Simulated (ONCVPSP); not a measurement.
**Logarithmic derivatives: Zn, ONCV**

```json
{
 "Element": "Zn (Z = 30)",
 "Generator": "ONCVPSP 4.0.1",
 "Type": "optimised norm-conserving Vanderbilt (ONCV)",
 "Functional": "LDA (Perdew-Zunger)",
 "Relativity": "scalar-relativistic",
 "Frozen core": "[Ne]",
 "Valence charge": "20",
 "Reference configuration": "3s2 3p6 3d10 4s2",
 "Partial waves": "3s+4s: rc 1.05 bohr, ncon 3, nbas 6, qcut 9.2 1/bohr, 3 projectors, debl 1.4 Ha; 3p: rc 0.85 bohr, ncon 3, nbas 7, qcut 15.8 1/bohr, 1 projector; 3d: rc 1.30 bohr, ncon 4, nbas 9, qcut 9.9 1/bohr, 2 projectors, debl 3.5 Ha",
 "Local potential": "polynomial inside 0.70 bohr (lpopt 1, dvloc0 0 Ha)",
 "Core correction": "Teter function, fcfact 2.5, rcfact 1.05"
}
```

The phase is arctan(r·R′/R) of the radial function R(r), unwrapped; energies in Ha, scanned from -6 to 5 Ha. A pole is an energy at which the radial function vanishes at the test radius. The pseudo phase is shifted by a multiple of π to meet the all-electron one at the reference energy, and phase errors are pseudo minus all-electron; the curves can meet again beyond the range given. Levels narrower than the energy grid can be missing from the lists of poles.

Task: For each channel, where are the poles, and over which energies does the pseudopotential scatter like the atom?

Result:

| channel | radius (bohr) | reference energy (Ha) | poles, all-electron | poles, pseudo | unbroken range about the reference energy with phases within 0.05 rad | phase error 1 Ha above the reference energy (rad) |
| --- | --- | --- | --- | --- | --- | --- |
| s | 1.07 | -0.23 | -3.42 | -3.42 | the whole range | +0.000 |
| p | 0.87 | -3.06 | 0.99 | 0.93 | the whole range | -0.000 |
| d | 1.32 | -0.38 | 0.30 | 0.30 | the whole range | +0.000 |

Phases in the p channel:

```tsv
E (Ha)	all-electron	pseudo
-5.96	0.087	0.081
-5.68	-0.070	-0.076
-5.40	-0.234	-0.239
-5.12	-0.395	-0.399
-4.84	-0.547	-0.550
-4.56	-0.685	-0.687
-4.28	-0.805	-0.807
-4.00	-0.910	-0.910
-3.72	-0.999	-1.000
-3.44	-1.076	-1.076
-3.16	-1.141	-1.141
-2.88	-1.198	-1.198
-2.60	-1.247	-1.247
-2.32	-1.290	-1.290
-2.04	-1.328	-1.328
-1.76	-1.361	-1.362
-1.48	-1.391	-1.392
-1.20	-1.419	-1.419
-0.92	-1.444	-1.445
-0.64	-1.466	-1.468
-0.36	-1.487	-1.489
-0.08	-1.507	-1.508
0.20	-1.525	-1.527
0.48	-1.542	-1.544
0.76	-1.558	-1.561
1.04	-1.574	-1.577
1.32	-1.588	-1.592
1.60	-1.603	-1.607
1.88	-1.616	-1.621
2.16	-1.630	-1.635
2.44	-1.643	-1.648
2.72	-1.655	-1.662
3.00	-1.668	-1.675
3.28	-1.681	-1.689
3.56	-1.694	-1.702
3.84	-1.706	-1.716
4.12	-1.719	-1.730
4.40	-1.732	-1.744
4.68	-1.745	-1.759
4.96	-1.759	-1.774
```
